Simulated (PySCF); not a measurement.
**Computed properties of C2H10O2Si2, SMILES C[C@@H](O[SiH3])[SiH2]O**

C2H10O2Si2, SMILES C[C@@H](O[SiH3])[SiH2]O. Coordinates come from a ωB97X-D3(BJ)/def2-SVP optimisation. The structure was generated by enumeration; whether it is a known compound was not checked. One conformer was computed; it need not be the lowest. All values are computed for the isolated molecule unless a solvent is named; none is compared with measurement here.

**Structure.** All 42 harmonic modes at ωB97X-D3(BJ)/def2-SVP (PySCF) are real, so it is a minimum. With heavy atoms numbered as in [CH3:1][C@@H:2]([O:3][SiH3:4])[SiH2:5][OH:6], the shortest bond between them is C2–O3 at 1.445 Å and the longest C2–Si5 at 1.899 Å.

**Vibrations.** The strongest infrared lines (harmonic, unscaled, degenerate partners summed) lie at 943 cm⁻¹ (380 km/mol, H 81 %, O 9 %), 2247 cm⁻¹ (297 km/mol, H 96 %), 1008 cm⁻¹ (169 km/mol, H 80 %, Si 14 %). The softest mode is at 38 cm⁻¹ and the zero-point energy is 74.3 kcal/mol.

**Electronic structure.** M06-2X/def2-TZVP (PySCF) places the frontier levels at -9.04 and 0.64 eV, a gap of 9.68 eV, and gives a dipole moment of 2.19 D and a mean polarisability of 80.9 bohr³. PBE/def2-TZVP (PySCF) at the same geometry gives -6.38 and -1.04 eV, so its gap is 4.34 eV narrower. An orbital gap is neither the optical nor the fundamental gap.

**Excitations.** TDA-B3LYP/def2-SVPD (PySCF) has S1 at 6.20 eV (200 nm, f = 0.012, weak); the most intense of the 6 singlets computed lies at 7.23 eV (f = 0.01). T1 (TDA) is at 5.94 eV, 0.26 eV under S1. TDA-PBE/def2-SVPD (PySCF) puts S1 at 5.46 eV. No vertical singlet excitation falls in the visible range (under 3.1 eV).

**NMR.** GIAO shifts at KT2/pcSseg-1 (PySCF) (non-relativistic, atoms alike by connectivity averaged): ¹³C from 21.1 to 70.3 ppm against TMS; ¹H from 1.6 to 5.2 ppm against TMS; ²⁹Si from -29.4 to -16.6 ppm against TMS.

**Solvation.** SMD-PBE0/6-31G* (PySCF) gives -2.1 kcal/mol in water, -4.5 kcal/mol in 1-octanol, -3.0 kcal/mol in toluene (1 M in both phases, gas-phase geometry); of these solvents 1-octanol holds the molecule best.
